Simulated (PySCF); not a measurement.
Species: C5H12SSi2.
Numbering: `[CH2:1]=[CH:2][Si:3]1([SiH2:4][S:5][CH3:6])[CH2:7][CH2:8]1`

Cartesian coordinates in Å at the GFN2-xTB level; atoms count from 1:
```
atom  x, y, z in Å
C1    -1.3723    2.3227   -1.1086
C2    -1.9748    1.2250   -0.6741
Si3   -1.0770   -0.3053   -0.0643
Si4    1.1873   -0.6191    0.0196
S5     2.1031    1.1980   -0.6816
C6     3.8489    0.7346   -0.5211
C7    -2.1082   -1.8908   -0.2307
C8    -2.0961   -1.3185    1.1768
H9    -0.2984    2.4076   -1.1402
H10   -1.9227    3.1850   -1.4518
H11   -3.0587    1.1916   -0.6643
H12    1.7356   -1.6772   -0.8393
H13    1.7723   -0.8428    1.3476
H14    4.4344    1.5886   -0.8453
H15    4.0575   -0.1223   -1.1547
H16    4.0712    0.5040    0.5164
H17   -1.6127   -2.8425   -0.3562
H18   -3.0603   -1.8720   -0.7391
H19   -3.0397   -0.9407    1.5409
H20   -1.5946   -1.9151    1.9249
```

Definitions: NICS(0) = −σiso at the ring centroid; NICS(1) = −σiso and NICS(1)zz = −σzz at ±1 Å along the ring normal z. Level: GIAO PBE0/pcSseg-1 (PySCF, non-relativistic, gas phase) on the GFN2-xTB geometry, one conformer.

Ring bond lengths (Å), with Mayer bond orders in brackets: Si3–C7 1.899 (0.93), C7–C8 1.519 (0.91), C8–Si3 1.899 (0.93).

Q: What do the NICS probes read (ppm)?

A: 
```
     ring                                              type  NICS(0)  NICS(1), two faces  NICS(1)zz, two faces  rms pucker (Å)  centre to ring atoms, mean (Å)
Si3–C7–C8  3-membered ring with Si; formal bonds all single    -28.8         -8.9 / -7.7         -18.1 / -17.3            0.00                            1.02
```

Q: What can be read from them?

A: 
- Si3–C7–C8: mean NICS(1)zz -17.7 ppm, shielded. Si3, C7, C8 have four or more neighbours, so the value isn't read as a sign of a π ring current. NICS(0) lies 21 ppm below the mean NICS(1).

Q: What is the mean of the two in-plane components of NICS at the second NICS(1) probe listed for ring Si3–C7–C8, 1 Å off the ring?

A: The isotropic value is a third of the trace: (3 × -7.7 − (-17.3))/2 = -2.9 ppm.

Q: How shielded are the nuclei of the rings and their hydrogens (means over atoms taken as equivalent)?

A: 
```
   atoms                  environment  σ isotropic (ppm)  principal values of the symmetric part, first atom (ppm)
     Si3      four-coordinate silicon              505.3                                       368.8, 400.0, 747.3
 C7 (×2)  sp3 carbon bound to silicon              183.5                                       163.1, 182.0, 205.7
H17 (×2)           methylene hydrogen              31.21                                          26.1, 27.2, 40.4
H18 (×2)           methylene hydrogen              30.88                                          25.7, 26.8, 40.1
```

On an Intel Xeon at 2.50 GHz with one thread, no GPU, shared host, this took 2.5 min wall (with the writing of density and orbital grids) and 1.0 GiB of memory at its peak. This is the whole shielding run at PBE0/pcSseg-1, SCF included.
